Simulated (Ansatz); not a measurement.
Bonds to the group Y in Y-Sn(OH)3. All species are isolated molecules in the gas phase. Each species was relaxed from one start; no search for lower structures was made at this level. In the def2 sets, heavy atoms carry core potentials. Strings in code marks are SMILES.

Computed with Ansatz (a quantum-chemistry and plane-wave program) with PBE-D3(BJ)/def2-TZVP // PBE0-D3(BJ)/def2-SVP. All candidates: neutral, multiplicity 1. 

| Item | Result |
|---|---|
| HOMO–LUMO gap | 4.78 eV |
| LUMO | -1.79 eV |
| vertical ionisation energy (Delta-SCF) | 9.10 eV |

Q: Say which member has these values.
A. `C[C](C)(C)[Sn]([OH])([OH])[OH]`
B. `[OH][Sn]([OH])([OH])[CH2]C(F)(F)F`
C. `CCC[CH2][Sn]([OH])([OH])[OH]`
D. `[OH][Sn]([OH])([OH])[C](F)(F)F`

A: C, `CCC[CH2][Sn]([OH])([OH])[OH]`. The others give `C[C](C)(C)[Sn]([OH])([OH])[OH]`: 4.45 eV, -1.87 eV, 8.82 eV; `[OH][Sn]([OH])([OH])[CH2]C(F)(F)F`: 4.87 eV, -2.28 eV, 10.07 eV; `[OH][Sn]([OH])([OH])[C](F)(F)F`: 4.60 eV, -2.63 eV, 10.04 eV
